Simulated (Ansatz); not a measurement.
`CCO[SiH2]C` + `C=CCCC` → `C=CCCCCC` + `C[SiH2]O`  (formal exchange of groups at a C–O bond)

Gas-phase electronic energies from Ansatz, PBE0-D4/def2-TZVP geometries. CBS: MP2 limit from def2 TZ/QZ plus the TZ coupled-cluster correction, frozen cores. This one scheme is used for every species. One conformer a species, not always the lowest.

```json
{"species": "`CCO[SiH2]C`", "CCSD(T)/CBS(def2) energy (Eh)": "-484.47512"}
{"species": "`C=CCCC`", "CCSD(T)/CBS(def2) energy (Eh)": "-196.26795"}
{"species": "`C=CCCCCC`", "CCSD(T)/CBS(def2) energy (Eh)": "-274.78906"}
{"species": "`C[SiH2]O`", "CCSD(T)/CBS(def2) energy (Eh)": "-405.96945"}
```

Problem. Work out ΔE.

Solution. ΔE = (-274.78906) + (-405.96945) − (-484.47512) − (-196.26795) = -0.01544 Eh = -40.5 kJ/mol.

Largest T1 diagnostic among the species: 0.010.

The D4 term adds −7.6 kJ/mol with B3LYP and −4.6 kJ/mol with PBE0; it sums over pairs of atoms, weighted by their polarisabilities, and B3LYP, whose exchange is more repulsive, gets the larger term. In def2-TZVPP, CCSD(T) changes the Hartree–Fock value by −21.2 kJ/mol (the triples alone add −1.9 kJ/mol) and MP2 by −28.3 kJ/mol.

B3LYP here is the variant with VWN-RPA as its local correlation; programs differ in this.
